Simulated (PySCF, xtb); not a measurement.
CH₇BO₂Si, SMILES COB(O)[SiH3].

GFN2-xTB (xtb) at its own geometry gives an orbital gap of 4.09 eV and a dipole moment of 0.58 D.

The structure is a stationary point at B3LYP-D3(BJ)/def2-SVP. The structure was generated by enumeration, and PubChem lists no compound with its InChIKey, so it may never have been made. The values are those of a single conformer.

Question: What does CAM-B3LYP/def2-TZVP run with PySCF give? (Estimate from the structure and the level; the computed values follow.)

Answer: gap 10.14 eV (levels -9.33 and 0.81 eV), dipole 1.27 D.
